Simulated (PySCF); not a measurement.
Coordinates in bohr (charge 0 multiplicity 2):
```
Ir    0.0000    0.0000    0.0429
S    -3.3677    0.0000   -2.1304
S     0.0000    0.0000    4.0029
S     3.3677    0.0000   -2.1304
```

These are results of UB3LYP/[Ir def2-SVP with ECP60, S def2-SVP], scalar-relativistic core potentials, density fitting, no spin–orbit coupling, PySCF, not measurements.

This geometry of IrS₃ is a stationary point at this level.

Problem. What is the point group?

Solution. C2v.

Problem. Is it a minimum?

Solution. Yes: all harmonic wavenumbers are real.

Problem. Which band is strongest in the infrared?

Solution. 452 cm⁻¹ (b2), 36 km/mol.

Problem. What are the dipole moment and the gap between the highest occupied and lowest empty levels of either spin?

Solution. 0.42 D and 1.89 eV.

Other isomers or separated fragments may lie lower. Open d and f shells are described by one determinant, and the ground state may have another occupation or spin. With an element this heavy the missing spin–orbit coupling can shift these numbers.
